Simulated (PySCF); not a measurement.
System: CH$_{7}$ClNSi$_{2}$, net charge -1, singlet state. It need not be the lowest isomer of its formula. Whether it binds its extra electron was not tested at this geometry. SMILES: C[Si-](Cl)N[SiH3]
Geometry from a B3LYP-D3(BJ)/def2-TZVP (Ansatz) optimisation:
```xyz
12

Si     0.5431     0.1449    -0.8236
C      2.1611    -0.8610    -0.4542
Cl     0.9812     1.7243     0.7954
N     -0.5784    -0.9231     0.1171
Si    -2.2768    -0.8908     0.0124
H      2.1521    -1.7880    -1.0400
H      3.0492    -0.2887    -0.7365
H      2.2522    -1.1210     0.6077
H     -0.2053    -1.3042     0.9817
H     -2.9831     0.2657     0.6487
H     -2.8590    -2.0984     0.6812
H     -2.7321    -0.9077    -1.4027
```
Charge -1, spin multiplicity 1.

Dispersion corrections to the total energy (kcal/mol) from the dftd3 and dftd4 libraries through PySCF: D3(BJ) without and D4 with the three-body term, each with the damping fitted for the functional named.

```json
[
 {"functional": "BP86", "D3(BJ)": "-13.30", "D4": "-11.92"},
 {"functional": "PW6B95", "D3(BJ)": "(withheld)", "D4": "-7.14"},
 {"functional": "B2PLYP", "D3(BJ)": "-6.84", "D4": "(withheld)"},
 {"functional": "BHLYP", "D3(BJ)": "-11.43", "D4": "-11.13"},
 {"functional": "HSE06", "D3(BJ)": "-5.68", "D4": "-6.92"},
 {"functional": "B2GP-PLYP", "D3(BJ)": "(withheld)", "D4": "-3.74"},
 {"functional": "PBE", "D3(BJ)": "-7.55", "D4": "-8.63"}
]
```

**Question.** Fill in the missing entries.

**Answer.** 
- PW6B95, D3(BJ): -4.58
- B2PLYP, D4: -6.06
- B2GP-PLYP, D3(BJ): -6.42
